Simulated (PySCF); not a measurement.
## Running PySCF for HgCl⁺

File input.py (PySCF 2.14):

```python
from pyscf import gto, scf

mol = gto.M(
    atom='Hg 0 0 0; Cl 0 0 2.508',
    basis='sbkjc',
    ecp={'Hg': 'sbkjc', 'Cl': 'sbkjc'},
    charge=1,
    spin=0,
    verbose=4,
)
mf = scf.ROHF(mol)
mf.kernel()
mf.dip_moment()
print('orbital energies (hartree):', mf.mo_energy[..., max(0, mol.nelec[1]-3):mol.nelec[0]+3].round(4))
```

```bash
$ OMP_NUM_THREADS=1 python input.py
```

The log (some set-up lines and the per-cycle HOMO/LUMO lines with their warnings removed):

```
PySCF version 2.14.0

[INPUT] verbose = 4
[INPUT] num. atoms = 2
[INPUT] num. electrons = 26
[INPUT] charge = 1
[INPUT] spin (= nelec alpha-beta = 2S) = 0
[INPUT] symmetry False subgroup None
[INPUT] Mole.unit = angstrom
[INPUT] Symbol           X                Y                Z      unit          X                Y                Z       unit  Magmom
[INPUT]  1 Hg     0.000000000000   0.000000000000   0.000000000000 AA    0.000000000000   0.000000000000   0.000000000000 Bohr   0.0
[INPUT]  2 Cl     0.000000000000   0.000000000000   2.508000000000 AA    0.000000000000   0.000000000000   4.739433120409 Bohr   0.0

nuclear repulsion = 29.539397738756
number of shells = 15
number of NR pGTOs = 73
number of NR cGTOs = 39
basis = sbkjc
ecp = {'Hg': 'sbkjc', 'Cl': 'sbkjc'}

******** <class 'pyscf.scf.rohf.ROHF'> ********
method = ROHF
initial guess = minao
damping factor = 0
level_shift factor = 0
DIIS = <class 'pyscf.scf.diis.CDIIS'>
diis_start_cycle = 1
diis_space = 8
diis_damp = 0
SCF conv_tol = 1e-09
SCF conv_tol_grad = None
SCF max_cycles = 50
direct_scf = True
direct_scf_tol = 1e-13
num. doubly occ = 13  num. singly occ = 0
Set gradient conv threshold to 3.16228e-05
init E= -167.430509930389

cycle= 1 E= -153.156582257826  delta_E= 14.3  |g|= 6.41  |ddm|= 5.64
cycle= 2 E= -153.987706175409  delta_E= -0.831  |g|= 7.09  |ddm|= 7.41
cycle= 3 E= -166.456340302639  delta_E= -12.5  |g|= 1.82  |ddm|= 5.43

cycle= 4 E= -165.655968605084  delta_E=  0.8  |g|= 1.75  |ddm|= 2.46
cycle= 5 E= -167.149708633452  delta_E= -1.49  |g|= 0.286  |ddm|= 1.99
cycle= 6 E= -167.182238523215  delta_E= -0.0325  |g|= 0.054  |ddm|= 0.269
cycle= 7 E= -167.185273478978  delta_E= -0.00303  |g|= 0.0251  |ddm|= 0.11
cycle= 8 E= -167.185982443434  delta_E= -0.000709  |g|= 0.0161  |ddm|= 0.0552
cycle= 9 E= -167.186213203831  delta_E= -0.000231  |g|= 0.00259  |ddm|= 0.0336
cycle= 10 E= -167.186220033606  delta_E= -6.83e-06  |g|= 0.000555  |ddm|= 0.00668
cycle= 11 E= -167.186220446272  delta_E= -4.13e-07  |g|= 0.000109  |ddm|= 0.00166
cycle= 12 E= -167.186220462733  delta_E= -1.65e-08  |g|= 3.11e-05  |ddm|= 0.000361
cycle= 13 E= -167.186220463826  delta_E= -1.09e-09  |g|= 4.99e-06  |ddm|= 7.74e-05
cycle= 14 E= -167.186220463845  delta_E= -1.88e-11  |g|= 1.28e-06  |ddm|= 7.3e-06
Extra cycle  E= -167.186220463846  delta_E= -1.08e-12  |g|= 5.5e-07  |ddm|= 1.29e-06
converged SCF energy = -167.186220463846

WARN: System has nonzero charge 1; the dipole moment is origin-dependent.
Location of origin: [0. 0. 0.]

Dipole moment(X, Y, Z, Debye): -0.00000,  0.00000, -3.33089
orbital energies (hartree): [-0.656  -0.6411 -0.6411 -0.3153 -0.1488 -0.1488]
```

In short: E(SCF) = -167.186220 Eh, 14 cycles.

Run time: 0.92 s on 1 thread of Arm Neoverse V1 (shared host).

The bond length is a typed value, not an optimised one. The dipole of an ion depends on the origin.
